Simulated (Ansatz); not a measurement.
Total energies of SnH(OtBu)3 (C12H28O3Sn) from Ansatz at PBE0-D4/def2-TZVP, gas phase (1 Eh = 27.2114 eV = 2625.5 kJ/mol). The reference geometry is relaxed at PBE-D4/def2-SVP.

```csv
state,geometry,energy (Eh)
charge 0 singlet,reference,-913.64026
charge 1 doublet,reference,-913.31215
charge 1 doublet,relaxed at PBE-D4/def2-SVP,-913.31345
charge -1 doublet,reference,-913.62670
charge -1 doublet,relaxed at PBE-D4/def2-SVP,-913.65972
free Sn atom (triplet),–,-214.25870
free H atom (doublet),–,-0.50104
free O atom (triplet),–,-75.01860
free C atom (triplet),–,-37.80537
```

In the def2 sets Sn takes a core potential; there is no spin–orbit coupling. Single mean-field runs in def2-TZVP are fitted with def2-universal-jkfit.

Task: Work out the vertical ionisation energy to the doublet.

Result: E(charge 1 doublet) − E(charge 0 singlet) = -913.31215 − (-913.64026) = 0.32811 Eh = 8.93 eV. For comparison, −ε of the highest occupied level is 7.52 eV at this level, 1.41 eV less.

Task: Work out the vertical electron affinity, to the doublet.

Result: E(charge 0 singlet) − E(charge -1 doublet) = -913.64026 − (-913.62670) = -0.01356 Eh = -0.37 eV; negative, so the extra electron isn't bound. The basis lacks diffuse functions, which makes affinities too small.

Task: Give the fundamental gap IE − EA, the Mulliken electronegativity (IE + EA)/2 and the hardness (IE − EA)/2.

Result: From the values in Eh: IE − EA = 0.32811 − (-0.01356) = 0.34167 Eh = 9.30 eV; (IE + EA)/2 = 4.28 eV; (IE − EA)/2 = 4.65 eV. The HOMO–LUMO gap of the same run is 6.53 eV, 2.77 eV smaller than the fundamental gap.

Task: How much does the charge 1 doublet relax, and what is the adiabatic ionisation energy?

Result: Relaxation: -913.31215 − (-913.31345) = 0.00130 Eh = 0.04 eV. Adiabatic ionisation energy: 0.32681 Eh = 8.89 eV, without zero-point energy. 

Task: How much does the charge -1 doublet relax, and what is the adiabatic electron affinity?

Result: Relaxation: -913.62670 − (-913.65972) = 0.03302 Eh = 0.90 eV. Adiabatic electron affinity: 0.01946 Eh = 0.53 eV, without zero-point energy. 

Task: What is the binding energy per atom against free atoms?

Result: Atoms: 1 × (-214.25870) + 28 × (-0.50104) + 3 × (-75.01860) + 12 × (-37.80537) = -907.00806 Eh. Binding: -907.00806 − (-913.64026) = 6.63220 Eh = 180.47 eV, or 4.10 eV for each of 44 atoms (no zero-point energy, no counterpoise term).

At PBE0-D4/def2-TZVP the highest occupied level of the charge -1 doublet lies above zero (up to 1.82 eV). By energy differences it is unbound by 0.37 eV (vertical, against the charge 0 singlet, at PBE0-D4/def2-TZVP) and held by the finite basis.
